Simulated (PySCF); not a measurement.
# UHF on C (carbon, neutral)

Configuration: [He] 2s2 2p1 3s1, high-spin 3P determinant (an excited configuration). Computed with PySCF 2.14 in aug-cc-pwCVTZ (7s6p4d2f, 59 functions), with the non-relativistic Hamiltonian (point nucleus).

```
Total energy                                                  : -37.414212 hartree
One-electron energy                                           : -48.8333 hartree
Hartree (Coulomb) energy                                      : 16.2705 hartree
Exchange energy                                               : -4.8515 hartree
Kinetic energy                                                : 37.49784 hartree
⟨S²⟩                                                          : 2.0066
⟨L²⟩                                                          : 2.023
Sum of ⟨r⟩                                                    : 9.842 bohr
Sum of ⟨r²⟩                                                   : 34.02 bohr²
Traceless quadrupole moment −½Σ⟨3z² − r²⟩ along its main axis : -0.654 e·bohr²
Density at the nucleus (Gaussians lack the cusp)              : 124 bohr⁻³
Spin density at the nucleus                                   : 0.376 bohr⁻³
Langevin diamagnetic susceptibility                           : -26.9 ×10⁻⁶ cm³/mol
```

```tsv
shell	electrons	mean orbital energy (hartree)	rms radius, mean of both spins (bohr)
1s α	1	-11.67872	0.311
1s β	1	-11.64399	0.311
2s α	1	-1.00687	1.61
2s β	1	-0.85871	1.61
2p α	1	-0.68751	1.67
3s α	1	-0.11937	5.08
```

The outer electron is Rydberg-like, and this basis confines it to a smaller radius and binds it less than a complete one would.

Spin-orbit constants ζ (cm⁻¹) from the X2C one-electron operator on these orbitals (non-relativistic here): bare nucleus, nucleus screened by l(l+1)(2l+1)/3 electrons, and screened by the Breit-Pauli mean field of the electrons.

| shell | bare | screened nucleus | mean field |
| --- | --- | --- | --- |
| 2p | 74.89 | 49.93 | 39.95 |

To first order the Landé constant is A = 19.97 cm⁻¹, so the lowest level has J = 0 and lies 0.00495 eV below the centre of the term. This holds in LS coupling only.
